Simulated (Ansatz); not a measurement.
Input for Ansatz (development build ahead of 0.2.0):

```yaml
crystal:
  periodic: [false, false, false]
  atoms:
    - { symbol: Fe, position_ang: [0.0, 0.0, 0.0] }
basis:
  gaussian: { orbitals: def2-SVP }
total_charge: 1
magnetization:
  spin_polarized: true
  initial_magnetization: 3
hamiltonian:
  xc: pbe0
output:
  forces: true
```

The input is written out in the form of the current development build from the run's settings.

The run gave:

| Item | Value |
| --- | --- |
| Converged | yes |
| Total energy | -1262.97066 hartree |
| Spin squared of the determinant | 4.065 |
| Stability test | minimum |

Forces (eV/Å):
```tsv
atom	Fx	Fy	Fz
Fe1	0.000	0.000	0.000
```

Caution: another spin multiplicity may lie lower; the unrestricted determinant is spin contaminated.
